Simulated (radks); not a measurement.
Neutral zinc inside a hard spherical wall (all orbitals vanish at R), configuration held at [Ar] 3d10 4s2 and not refilled when levels cross. Method: non-relativistic Kohn-Sham, PBE, spin-polarised, spherical densities, point nucleus; computed with a radial shooting solver on a logarithmic mesh with Libxc functionals. Eigenvalues in eV for spin up, with the zero of energy where the potential of the charges vanishes at infinity; a dash marks a level that is unbound or too diffuse for the functional's potential to be trusted. A positive occupied level is held by the wall or, in an anion where self-interaction has pushed it up, behind a barrier. The pressure on the wall is -dE/dV.

R (bohr)	E (hartree)	kinetic (hartree)	e(3s)	e(3p)	e(3d)	e(4s)	e(4p, empty)	e(5s, empty)	pressure (GPa)
free	-1779.18280	1777.935	-125.03	-82.371	-10.567	-5.825	-1.159	-	0
20	-1779.18280	1777.935	-125.03	-82.371	-10.567	-5.825	-1.159	-	< 0.0001
12	-1779.18279	1777.935	-125.02	-82.370	-10.565	-5.824	-1.131	0.696	0.000215
8	-1779.18114	1777.949	-124.91	-82.257	-10.453	-5.726	-0.759	3.459	0.0750
7	-1779.17713	1777.977	-124.73	-82.072	-10.272	-5.554	-0.352	5.643	0.331
5	-1779.11685	1778.275	-123.26	-80.609	-8.850	-3.929	2.472	17.704	7.73
3	-1778.15950	1781.741	-113.85	-71.294	0.231	11.018	22.243	84.562	422
2.5	-1776.80480	1786.236	-105.68	-63.250	8.459	27.786	42.154	143.46	1610
2	-1772.80844	1799.134	-89.001	-46.619	26.508	70.297	89.423	270.04	8100
1.5	-1757.49815	1846.291	-47.055	-3.132	75.350	203.21	226.51	598.07	62600
